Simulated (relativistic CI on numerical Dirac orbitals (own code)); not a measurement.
## Slater and spin-orbit integrals, Ta²⁺

Calculated at this level of theory: Dirac-Coulomb-Breit CI, KLI orbitals optimised for each configuration, a model potential for QED, valence Slater integrals scaled by 0.85, P86 correlation energy added to each configuration (own radial code, finite nucleus).

Slater integrals F^k, G^k are unscaled and averaged over j, outside the closed core [Xe] 4f14; ζ comes from projecting the Hamiltonian with its Breit term on Σ l·s of the shell.

- 5d³: F^2(5d,5d) = 51527, F^4(5d,5d) = 33689, ζ(5d) = 1620.8 cm⁻¹; <r>(5d) = 1.982, <r^2>(5d) = 4.609 (bohr units).
- 5d6s²: ζ(5d) = 2046.7 cm⁻¹; <r>(5d) = 1.903, <r^2>(5d) = 4.242 (bohr units).
- 5d²6p: F^2(5d,5d) = 53672, F^4(5d,5d) = 35229, ζ(5d) = 1961.4, F^2(5d,6p) = 24012, G^1(5d,6p) = 13434, G^3(5d,6p) = 10411, ζ(6p) = 4592 cm⁻¹; <r>(5d) = 1.913, <r^2>(5d) = 4.289, <r>(6p) = 3.573, <r^2>(6p) = 14.32 (bohr units).

Question: Give the Racah parameters of the d shell in 5d³.

Answer: B = F²/49 − 5F⁴/441 = 670 cm⁻¹ and C = 35F⁴/441 = 2674 cm⁻¹; values fitted to spectra at such low charge are typically 15 to 30 % smaller.

In this model ζ of a weakly bound d, f or g electron outside closed shells comes out too small, for d by up to a factor of two or three and at times with the wrong sign; that of an outer p electron is too small as well.

For a near-neutral ion this model can misplace configurations by up to about 10,000 cm⁻¹ (more where the count of f electrons changes) and terms by 10 to 25 % of their spread. Rates follow the energies as ν³ (E1, M1) or ν⁵ (E2), so they and the lifetimes can be off by large factors. The fine structure of a lone outer electron comes out too small, for d and f at times inverted, and misplaced configurations move strength between like terms.

Averages of the first 10 configurations, taken without configuration mixing, which lowers the lowest level and can move excited configurations by several eV; other configurations of the list can lie among them:

```json
{"Configuration": "5d³", "Parity": "even", "States": "120", "Average energy above the lowest level (eV)": "1.9"}
{"Configuration": "5d6s²", "Parity": "even", "States": "10", "Average energy above the lowest level (eV)": "5.1"}
{"Configuration": "5d²6p", "Parity": "odd", "States": "270", "Average energy above the lowest level (eV)": "8.6"}
{"Configuration": "5d6s6p", "Parity": "odd", "States": "120", "Average energy above the lowest level (eV)": "10.5"}
{"Configuration": "5d²5f", "Parity": "odd", "States": "630", "Average energy above the lowest level (eV)": "17.2"}
{"Configuration": "5d²5g", "Parity": "even", "States": "810", "Average energy above the lowest level (eV)": "20.5"}
{"Configuration": "5d²6d", "Parity": "even", "States": "450", "Average energy above the lowest level (eV)": "15.1"}
{"Configuration": "5d²7s", "Parity": "even", "States": "90", "Average energy above the lowest level (eV)": "14.5"}
{"Configuration": "5d²7p", "Parity": "odd", "States": "270", "Average energy above the lowest level (eV)": "16.6"}
{"Configuration": "5d6p²", "Parity": "even", "States": "150", "Average energy above the lowest level (eV)": "17.4"}
```
